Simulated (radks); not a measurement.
Values are calculated unless marked as measured or tabulated.
Species: the fluorine ion F3+. Configuration: [He] 2s2 2p2. Level of theory: scalar-relativistic Kohn-Sham, BP86, spin-unpolarised, spherical densities, finite nucleus; Fermi nuclear charge, rms radius 2.8976 fm (a radial shooting solver on a logarithmic mesh with Libxc functionals).

Local quantities along the radius. ELF = 1/(1 + alpha^2) is the electron localisation function; alpha = (tau - tau_W)/tau_unif compares the Pauli kinetic energy density with that of the uniform gas; 4 pi r^2 rho is in e/bohr; s = |grad rho|/(2 (3 pi^2)^(1/3) rho^(4/3)) is the reduced gradient. tau is taken from the large components.

| r (bohr) | ELF | alpha | 4 pi r^2 rho | s |
|---|---|---|---|---|
| 0.01014 | 1.000 | 0.002905 | 0.4990 | 0.4102 |
| 0.01116 | 1.000 | 0.002976 | 0.5933 | 0.4118 |
| 0.01239 | 1.000 | 0.003065 | 0.7142 | 0.4140 |
| 0.01363 | 1.000 | 0.003159 | 0.8458 | 0.4163 |
| 0.01513 | 1.000 | 0.003276 | 1.013 | 0.4194 |
| 0.01665 | 1.000 | 0.003401 | 1.194 | 0.4226 |
| 0.01848 | 1.000 | 0.003558 | 1.422 | 0.4265 |
| 0.02034 | 1.000 | 0.003726 | 1.665 | 0.4308 |
| 0.02257 | 1.000 | 0.003940 | 1.968 | 0.4359 |
| 0.02484 | 1.000 | 0.004172 | 2.288 | 0.4414 |
| 0.02757 | 1.000 | 0.004469 | 2.682 | 0.4480 |
| 0.03035 | 1.000 | 0.004796 | 3.089 | 0.4550 |
| 0.03367 | 1.000 | 0.005221 | 3.581 | 0.4636 |
| 0.03706 | 1.000 | 0.005695 | 4.081 | 0.4725 |
| 0.04113 | 1.000 | 0.006325 | 4.669 | 0.4834 |
| 0.04527 | 1.000 | 0.007042 | 5.250 | 0.4949 |
| 0.05023 | 1.000 | 0.008014 | 5.912 | 0.5090 |
| 0.05529 | 1.000 | 0.009150 | 6.540 | 0.5238 |
| 0.06135 | 1.000 | 0.01073 | 7.223 | 0.5420 |
| 0.06753 | 1.000 | 0.01264 | 7.834 | 0.5613 |
| 0.07494 | 1.000 | 0.01538 | 8.451 | 0.5852 |
| 0.08249 | 1.000 | 0.01882 | 8.950 | 0.6106 |
| 0.09153 | 0.999 | 0.02396 | 9.384 | 0.6422 |
| 0.1007 | 0.999 | 0.03068 | 9.656 | 0.6759 |
| 0.1118 | 0.998 | 0.04125 | 9.782 | 0.7182 |
| 0.1231 | 0.997 | 0.05578 | 9.724 | 0.7634 |
| 0.1365 | 0.994 | 0.07992 | 9.460 | 0.8200 |
| 0.1503 | 0.987 | 0.1150 | 9.030 | 0.8800 |
| 0.1668 | 0.970 | 0.1767 | 8.383 | 0.9536 |
| 0.1836 | 0.932 | 0.2710 | 7.651 | 1.028 |
| 0.2037 | 0.836 | 0.4433 | 6.766 | 1.112 |
| 0.2242 | 0.665 | 0.7097 | 5.925 | 1.183 |
| 0.2488 | 0.420 | 1.175 | 5.061 | 1.233 |
| 0.2739 | 0.236 | 1.800 | 4.374 | 1.226 |
| 0.3039 | 0.130 | 2.582 | 3.810 | 1.126 |
| 0.3345 | 0.094 | 3.099 | 3.492 | 0.9418 |
| 0.3712 | 0.096 | 3.064 | 3.380 | 0.6931 |
| 0.4086 | 0.137 | 2.514 | 3.472 | 0.4952 |
| 0.4533 | 0.244 | 1.759 | 3.732 | 0.3712 |
| 0.499 | 0.410 | 1.200 | 4.052 | 0.3399 |
| 0.5537 | 0.605 | 0.8086 | 4.397 | 0.3679 |
| 0.6095 | 0.737 | 0.5980 | 4.633 | 0.4273 |
| 0.6763 | 0.819 | 0.4704 | 4.729 | 0.5127 |
| 0.7444 | 0.857 | 0.4077 | 4.630 | 0.6062 |
| 0.826 | 0.876 | 0.3764 | 4.312 | 0.7239 |
| 0.9093 | 0.879 | 0.3712 | 3.846 | 0.8526 |
| 1.009 | 0.869 | 0.3877 | 3.212 | 1.022 |
| 1.111 | 0.847 | 0.4247 | 2.573 | 1.218 |
| 1.232 | 0.803 | 0.4952 | 1.897 | 1.493 |
| 1.356 | 0.734 | 0.6013 | 1.342 | 1.829 |
| 1.505 | 0.617 | 0.7873 | 0.8555 | 2.324 |
| 1.657 | 0.466 | 1.070 | 0.5234 | 2.962 |
| 1.838 | 0.283 | 1.593 | 0.2812 | 3.954 |
| 2.024 | 0.142 | 2.457 | 0.1450 | 5.296 |
| 2.245 | 0.053 | 4.229 | 0.06382 | 7.487 |
| 2.472 | 0.017 | 7.497 | 0.02705 | 10.62 |
| 2.743 | 0.004 | 15.11 | 0.009486 | 16.11 |
| 3.019 | 0.001 | 31.25 | 0.003196 | 24.68 |

On this mesh the ELF has minima near r = 0.33 bohr, which separate the shells, and maxima near 0.91 (0.88).
